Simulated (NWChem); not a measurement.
# CHClF2; SMILES FC(F)Cl

All runs: NWChem. Medium grid unless said otherwise, to which SCAN and Minnesota functionals are sensitive. Geometry: optimised at PBE0/def2-SVP. Hybrids' shares of exact exchange are those that their runs print; pure functionals count as 0. The functionals differ in more than this share.

```
row                                     share of exact exchange  orbital gap (eV)
--------------------------------------  -----------------------  ----------------
LDA (Slater exchange, VWN5)/def2-TZVPD                     0.00              7.06
PBE/def2-TZVPD                                             0.00              7.12
B3LYP/def2-TZVPD                                           0.20              9.00
PBE0/def2-TZVPD                                            0.25              9.60
M06-2X/def2-TZVPD                                          0.54             11.36
Hartree-Fock/def2-TZVPD                                    1.00          withheld
```

Question: Fit a straight line of the last column on the one before it, predict the withheld value, and compare with the run.

Answer: 
1. Means of the 5 shown rows: x = 0.198, y = 8.828. Slope Σ(x − x̄)(y − ȳ)/Σ(x − x̄)² = 1.595/0.1981 = 8.051; intercept 7.234.
2. The shown rows scatter about the line by 0.220 (root mean square); the largest residual is +0.35, at PBE0/def2-TZVPD.
3. At x = 1.00 (Hartree-Fock/def2-TZVPD; beyond the shown range) the line gives 15.28.
4. The run gives 14.78, -0.50 from the line, 2.3 times the scatter.
